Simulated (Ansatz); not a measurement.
Cost and result for the atomization energy of `O[SiH2]S[SiH](O)O` (12 atoms, 11 bonds).

| atom | x (Å) | y (Å) | z (Å) |
| --- | --- | --- | --- |
| O1 | -1.6559 | 0.0721 | 1.5930 |
| Si2 | -0.5167 | 1.2359 | 1.4455 |
| S3 | 0.1363 | 1.4644 | -0.5925 |
| Si4 | 0.7852 | -0.5470 | -0.8410 |
| O5 | -0.4235 | -1.6216 | -0.5353 |
| O6 | 1.2700 | -0.7418 | -2.3881 |
| H7 | -1.4576 | -0.7552 | 1.1376 |
| H8 | 0.6774 | 0.9301 | 2.2731 |
| H9 | -1.1222 | 2.5262 | 1.8339 |
| H10 | 1.8230 | -0.8953 | 0.1485 |
| H11 | -1.1058 | -1.6920 | -1.2084 |
| H12 | 1.5898 | 0.0243 | -2.8664 |

Total charge 0; spin multiplicity 1. The structure was optimised at the PBE0-D4/def2-TZVP level. It is one conformer, not always the lowest. Program: Ansatz. All runs use 2 threads of an AMD EPYC 7R13 on a shared host and a share of an NVIDIA H100 80 GB. Times are those of one run each, without the atoms' runs, and a repeat can differ threefold. Electronic energies, without spin–orbit coupling; frozen cores. CCSD(T)/CBS adds CCSD(T) − MP2 in def2-TZVPP to the MP2 limit, and its time is that of the two runs behind it. T1 = 0.012. B3LYP takes the VWN-RPA correlation (the form of Gaussian; ORCA's B3LYP/G).

CCSD(T)/CBS is a level of theory with its own doubt, some kJ/mol a heavy atom from the limit and from the frozen cores, so smaller differences don't rank the functionals.

```json
{"level": "PBE0-D4/def2-TZVPP", "functions": "303", "wall time": "3.3 s", "atomization (kcal/mol)": "1045.1", "difference from CCSD(T)/CBS": "-20.8", "per bond": "-1.9"}
{"level": "PBE-D4/def2-TZVPP (with forces)", "functions": "303", "wall time": "3.9 s", "atomization (kcal/mol)": "1065.8", "difference from CCSD(T)/CBS": "-0.1", "per bond": "0.0"}
{"level": "r2SCAN-D4/def2-TZVPP (with forces)", "functions": "303", "wall time": "4.6 s", "atomization (kcal/mol)": "1061.3", "difference from CCSD(T)/CBS": "-4.6", "per bond": "-0.4"}
{"level": "B3LYP-D4/def2-TZVPP (with forces)", "functions": "303", "wall time": "5.5 s", "atomization (kcal/mol)": "1051.1", "difference from CCSD(T)/CBS": "-14.8", "per bond": "-1.3"}
{"level": "B2PLYP/def2-TZVPP", "functions": "303", "wall time": "6 s", "atomization (kcal/mol)": "1042.4", "difference from CCSD(T)/CBS": "-23.5", "per bond": "-2.1"}
{"level": "ωB97X-V/def2-TZVPP", "functions": "303", "wall time": "6.5 s", "atomization (kcal/mol)": "1063.6", "difference from CCSD(T)/CBS": "-2.3", "per bond": "-0.2"}
{"level": "MP2/def2-QZVPP", "functions": "561", "wall time": "8 s", "atomization (kcal/mol)": "1077.5", "difference from CCSD(T)/CBS": "11.6", "per bond": "1.1"}
{"level": "ωB97M-V/def2-TZVPP (with forces)", "functions": "303", "wall time": "9.5 s", "atomization (kcal/mol)": "1064.0", "difference from CCSD(T)/CBS": "-1.9", "per bond": "-0.2"}
{"level": "CCSD(T)/def2-TZVPP", "functions": "303", "wall time": "13 s", "atomization (kcal/mol)": "1029.6", "difference from CCSD(T)/CBS": "-36.3", "per bond": "-3.3"}
{"level": "CCSD(T)/CBS(def2)", "functions": "–", "wall time": "21 s", "atomization (kcal/mol)": "1065.9", "difference from CCSD(T)/CBS": "0.0", "per bond": "0.0"}
```

In def2-TZVPP, CCSD(T) changes the Hartree–Fock value by +279.1 kcal/mol (the triples alone add +17.1 kcal/mol) and MP2 by +305.2 kcal/mol; breaking electron pairs costs correlation energy, which Hartree–Fock lacks. The D4 term adds +13.3 kcal/mol with B3LYP and +7.0 kcal/mol with PBE0; it sums over pairs of atoms, weighted by their polarisabilities, and B3LYP, whose exchange is more repulsive, gets the larger term. From PBE to PBE0 (25 % exact exchange), in def2-TZVPP and without D4, the atomization energy moves by −19.5 kcal/mol: exact exchange takes away binding that semilocal exchange gives to molecules.
